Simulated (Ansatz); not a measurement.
Energy profile

The step: BH₃S ([BH2][SH]) + HBr → BH₂Br ([BH2][Br]) + H₂S (still joined by a long B–S bond); bonds formed: B1–Br6, S2–H5; bonds broken: H5–Br6; bonds weakened to dative contacts: B1–S2 (atoms numbered as in the saddle structure below).

```xyz
7
angstrom
B -0.5876 -0.3329 -0.3926
S 1.2494 0.0712 -0.6935
H -0.7953 -1.4983 -0.5026
H -1.3794 0.5037 -0.6825
H 0.8298 -0.0029 1.0141
Br -0.4700 -0.1523 1.9505
H 1.1531 1.4115 -0.6933
```

Electronic energies by CCSD(T) at an estimated basis limit (MP2 extrapolated from triple and quadruple zeta, plus CCSD(T) − MP2 in triple zeta), on PBE0-D4/def2-TZVP structures; BH₄SBr, closed shell; no counterpoise correction. Program: Ansatz 0.2.0. Basis: def2-TZVPP and def2-QZVPP. Cores are frozen in the correlated methods. Filled d shells of the heavier atoms are correlated. The def2 sets are not built for correlating such inner shells, so the correlated values are less sure here. Extrapolation: Hartree–Fock as exp(−7.88 √X), correlation as X^−2.97.

Question: Give the profile in kcal/mol, counted from the separated reactants. (An estimate is asked for; the value comes from the calculation.)

Answer: By the calculation:
```csv
point,kcal/mol
"separated: BH₃S (linked as [BH2][SH]; B1, S2, H3, H4, H7; singlet) + HBr (H5, Br6; singlet)",0.00
start structure,-1.93
saddle,12.43
end structure,-8.11
"separated: BH₂Br (linked as [BH2][Br]; B1, H3, H4, Br6; singlet) + H₂S (S2, H5, H7; singlet)",2.32
```

T1 diagnostic: at most 0.015.

For scale, one of the runs: CCSD(T)/def2-TZVPP, 177 basis functions (an equivalent command: `ansatz run in.yaml --threads 2`). Time: 67 s of wall clock on 2 CPU threads; the host was shared. Peak host memory: 1.6 GiB.
